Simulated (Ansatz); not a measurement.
Total energies of GeMe(NHMe)3 (C4H15GeN3) from Ansatz at PBE-D4/def2-SVP, gas phase (1 Eh = 27.2114 eV = 2625.5 kJ/mol). The reference geometry is relaxed at PBE-D4/def2-SVP.

```
                 state   geometry  energy (Eh)
      charge 0 singlet  reference  -2401.50698
     charge -1 doublet  reference  -2401.42495
free Ge atom (triplet)          –  -2076.34106
 free C atom (triplet)          –    -37.75124
 free H atom (doublet)          –     -0.49863
 free N atom (quartet)          –    -54.46658
```

Work out the vertical electron affinity, to the doublet.

E(charge 0 singlet) − E(charge -1 doublet) = -2401.50698 − (-2401.42495) = -0.08203 Eh = -2.23 eV; negative, so the extra electron isn't bound. The basis lacks diffuse functions, which makes affinities too small.

What is the binding energy per atom against free atoms?

Atoms: 1 × (-2076.34106) + 4 × (-37.75124) + 15 × (-0.49863) + 3 × (-54.46658) = -2398.22521 Eh. Binding: -2398.22521 − (-2401.50698) = 3.28177 Eh = 89.30 eV, or 3.88 eV for each of 23 atoms (no zero-point energy, no counterpoise term).

At PBE-D4/def2-SVP the highest occupied level of the charge -1 doublet lies above zero (up to 4.09 eV). By energy differences it is unbound by 2.23 eV (vertical, to the charge 0 singlet, at PBE-D4/def2-SVP) and held by the finite basis.
